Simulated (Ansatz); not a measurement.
Input file for Ansatz (a quantum-chemistry and plane-wave program): U-CCSD(T)/def2-SVP on CH6InN (SMILES C[NH][InH2]), a point of a bond scan (R = 1.514 Å). Elements past Kr take the def2 small-core potentials; no spin–orbit coupling. The run froze 11 orbitals, filled d shells among them.

Ansatz 0.2 input:
```yaml
crystal:
  periodic: [false, false, false]
  atoms:
    - {symbol: In, position_ang: [-0.03752919, 0.10487719, 0.63130161]}
    - {symbol: H, position_ang: [-1.34881149, 0.75491230, 1.52746469]}
    - {symbol: H, position_ang: [1.51703095, -0.44616652, 1.11044164]}
    - {symbol: N, position_ang: [-0.36976692, -0.04668679, -1.36186146]}
    - {symbol: C, position_ang: [0.52710559, -0.54983309, -2.38579940]}
    - {symbol: H, position_ang: [-1.70099106, 0.40350808, -1.92438543]}
    - {symbol: H, position_ang: [0.76606523, 0.20772366, -3.14278509]}
    - {symbol: H, position_ang: [0.11691729, -1.42177248, -2.91066943]}
    - {symbol: H, position_ang: [1.47071274, -0.86131651, -1.93352653]}
basis:
  gaussian:
    orbitals: def2-SVP
correlation: {method: ccsd_t, electrons: outside_noble_gas}
scf: {omitted_lower_state_checks: [cluster_reference]}
magnetization: {spin_polarized: true, initial_magnetization: 0}
```

It printed:

```
WARN ansatz: RAYON_NUM_THREADS=1 ignored (pool sized by the plan → 1); use --threads N
Functional definition: HF
these checks for a lower state are left out or cut short: cluster_reference
integrals: 0.14 GiB planned
937 factors; integrals over basis functions are off by at most 1.6e-3 eV
mean field: 0.34 GiB planned
mean field evaluation 1: about -7746.9213 eV, gradient 2.3e1 eV
mean field evaluation 2: about -7747.0215 eV, gradient 2.3e1 eV
mean field evaluation 4: about -7750.0340 eV, gradient 2.4e0 eV
mean field evaluation 8: about -7750.0911 eV, gradient 1.8e-1 eV
mean field evaluation 16: about -7750.0972 eV, gradient 7.3e-1 eV
mean field evaluation 32: about -7747.3019 eV, gradient 1.1e1 eV
mean field -7750.10446635 eV, -284.8110859289 hartree, gradient 6.6e-6 eV, S^2 0.112157; 3 other end points of the search recorded, 0 dependent functions left out
11 core orbitals not correlated, not the lowest: weight in the atoms' cores, before any rotation towards them, 0.749 or more for the frozen orbitals, at most 0.251 for the correlated occupied ones
reference -7750.10446635 eV, -284.8110859289 hartree; 9, 9 occupied and 64, 64 virtual orbitals, 937 factors
second order -10.58017659 eV of doubles, -0.00000000 eV of singles
coupled cluster: 0.38 GiB planned
cycle   1  -11.17640521 eV  change   -6.0e-1 eV  update   1.1e-1
cycle   2  -11.64055820 eV  change   -4.6e-1 eV  update   4.9e-2
cycle   3  -11.86092652 eV  change   -2.2e-1 eV  update   3.8e-2
cycle   4  -11.89764359 eV  change   -3.7e-2 eV  update   2.0e-2
cycle   5  -11.90900326 eV  change   -1.1e-2 eV  update   9.7e-3
cycle   6  -11.91113658 eV  change   -2.1e-3 eV  update   3.2e-3
cycle   7  -11.91254290 eV  change   -1.4e-3 eV  update   1.2e-3
cycle   8  -11.91325937 eV  change   -7.2e-4 eV  update   6.0e-4
cycle   9  -11.91317305 eV  change    8.6e-5 eV  update   2.7e-4
cycle  10  -11.91330081 eV  change   -1.3e-4 eV  update   1.0e-4
cycle  11  -11.91335076 eV  change   -5.0e-5 eV  update   4.0e-5
cycle  12  -11.91335408 eV  change   -3.3e-6 eV  update   1.8e-5
coupled cluster: 0.38 GiB planned
perturbative correction -0.38281602 eV, -0.0140682291 hartree
Total energy: -7762.40063645 eV, -285.2629618454 hartree
Checks for a lower state left out: cluster_reference
```

Self-consistency was reached. Its determinant has ⟨S²⟩ = 0.11, a mixture of spin states.

Cost: very roughly 10 core-seconds.
